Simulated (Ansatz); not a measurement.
Reaction (redistribution): `C[SiH2][Al]1[CH2][SiH2]1` + `[F][Al]([F])[Cl]` → `[Cl][Al]1[CH2][SiH2]1` + `C[SiH2][Al]([F])[F]`

Isolated molecules relaxed with PBE0-D4/def2-TZVP in Ansatz; ΔE leaves out vibrations. CCSD(T)/CBS is the MP2 limit (def2-TZVPP, def2-QZVPP) plus CCSD(T) − MP2 in def2-TZVPP, frozen cores. This one scheme is used for every species. Functionals use def2-TZVPP. B3LYP here is the variant with VWN-RPA as its local correlation; programs differ in this. One conformer a species, not always the lowest.

`C[SiH2][Al]1[CH2][SiH2]1`:

Z-matrix (Å, degrees):
```
C
Si 1 1.879
H 1 1.092 2 110.8
H 1 1.092 2 110.8 3 119.8
H 1 1.092 2 110.6 3 -120.1
Al 2 2.449 1 113.9 3 -58.8
H 2 1.493 1 110.0 3 178.7
H 2 1.494 1 109.9 3 61.6
Si 6 2.341 2 165.7 1 9.5
C 6 1.964 2 142.3 1 -172.6
H 9 1.489 6 123.0 2 -84.1
H 9 1.489 6 126.0 2 81.4
H 10 1.093 6 116.9 2 -69.4
H 10 1.091 6 121.5 2 68.6
```

`[F][Al]([F])[Cl]`:

Cartesian coordinates in Å:
```
F 0.280 -1.423 -0.857
Al 0.032 -0.002 -0.096
F 0.299 1.387 -0.908
Cl -0.611 0.038 1.862
```

`[Cl][Al]1[CH2][SiH2]1`:

Z-matrix (Å, degrees):
```
C
Al 1 1.932
Si 1 1.941 2 73.4
H 1 1.089 2 132.8 3 -115.7
H 1 1.100 2 107.4 3 105.7
Cl 2 2.087 1 141.4 3 178.7
H 3 1.489 1 111.9 2 -107.2
H 3 1.489 1 118.3 2 124.4
```

`C[SiH2][Al]([F])[F]`:

```xyz
10

C    -0.639    0.316   -1.450
Si   -0.568   -0.529    0.224
Al    1.366    0.159    1.535
F     2.425    1.288    0.972
F     1.688   -0.468    3.022
H     0.247    0.081   -2.043
H    -1.520   -0.013   -2.006
H    -0.691    1.400   -1.337
H    -1.793   -0.224    1.018
H    -0.515   -2.011    0.064
```

```tsv
level	ΔE (kcal/mol)	difference from CCSD(T)/CBS
PBE-D4	-2.3	-1.0
r2SCAN-D4	-1.0	0.3
B3LYP-D4	-2.4	-1.1
ωB97M-V	-2.2	-0.9
PBE	-2.5	-1.2
r2SCAN	-1.1	0.2
B3LYP	-2.7	-1.4
HF/def2-TZVPP	-1.4	-0.1
MP2/def2-TZVPP	-1.2	0.1
SCS-MP2/def2-TZVPP	-1.4	-0.1
CCSD/def2-TZVPP	-1.2	0.1
CCSD(T)/def2-TZVPP	-1.2	0.1
HF/def2-QZVPP	-1.2	0.1
SCS-MP2/def2-QZVPP	-1.4	-0.1
HF/CBS(def2)	-1.1	0.2
MP2/CBS(def2)	-1.3	0.0
CCSD(T)/CBS	-1.3	0
```

Largest T1 diagnostic among the species: 0.013.
